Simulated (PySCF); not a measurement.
From one molecule to another.

First species: C4H7F.
InChI=1S/C4H7F/c1-2-3-4-5/h3-4H,2H2,1H3/b4-3-

Second species: C₈H₁₀.
InChI=1S/C8H10/c1-2-5-8-6-3-4-7-8/h3-7H,2H2,1H3

Levels: CAM-B3LYP/def2-SVPD for dipole moment, HOMO energy, LUMO energy, HOMO–LUMO gap, static isotropic polarisability and electronic spatial extent ⟨r²⟩ about the centre of nuclear charge; TDDFT CAM-B3LYP/def2-SVPD for lowest singlet excitation; TDA CAM-B3LYP/def2-SVPD for lowest triplet excitation (Tamm–Dancoff); GFN2-xTB for rotational constant A and rotational constant C. Geometries: GFN2-xTB. Each species is one conformer at its optimised geometry, gas phase, non-relativistic unless stated. Electronic properties by PySCF.

The conformers computed, where there is a choice (atom-mapped SMILES and torsion angles):
- `[CH3:1][CH2:2]/[CH:3]=[CH:4]\[F:5]`: C1–C2–C3–C4 120°
- `[CH3:1][CH2:2][CH:3]=[C:4]1[CH:5]=[CH:6][CH:7]=[CH:8]1`: C1–C2–C3–C4 121°

```
                                                         property    column X    column Y
                                                    dipole moment      1.48 D      1.53 D
                                                      HOMO energy    -7.49 eV    -8.70 eV
                                                      LUMO energy    -0.63 eV     1.31 eV
                                                    HOMO–LUMO gap     6.86 eV    10.01 eV
                                        lowest singlet excitation     3.64 eV     6.92 eV
                         lowest triplet excitation (Tamm–Dancoff)     2.43 eV     4.51 eV
                                  static isotropic polarisability     97.9 au     51.0 au
electronic spatial extent ⟨r²⟩ about the centre of nuclear charge  1197 bohr²   517 bohr²
                                            rotational constant A   5.961 GHz  12.096 GHz
                                            rotational constant C   1.011 GHz   2.473 GHz
```

Task: Which column belongs to which species?

Result: Column X is the second species and column Y the first. The first has 12 atoms and 40 electrons, the second 18 and 58.

Task: How does each property change from the first species to the second?

Result: dipole moment -0.05 D; HOMO energy +1.21 eV; LUMO energy -1.94 eV; HOMO–LUMO gap -3.15 eV; lowest singlet excitation -3.28 eV; lowest triplet excitation (Tamm–Dancoff) -2.08 eV; static isotropic polarisability +46.9 au; electronic spatial extent ⟨r²⟩ about the centre of nuclear charge +680 bohr²; rotational constant A -6.135 GHz; rotational constant C -1.462 GHz.

On the first: The polarisability is 7.56 Å³ as a volume (1 au = 0.148185 Å³), or 1.28 au for each of the 40 electrons. In wavenumbers S1 is 55900 cm⁻¹ (1 eV = 8065.54 cm⁻¹).

On the second: The polarisability is 14.50 Å³ as a volume (1 au = 0.148185 Å³), or 1.69 au for each of the 58 electrons. The principal polarisabilities are 64.0, 86.0 and 143.5 au; their mean is the isotropic value.
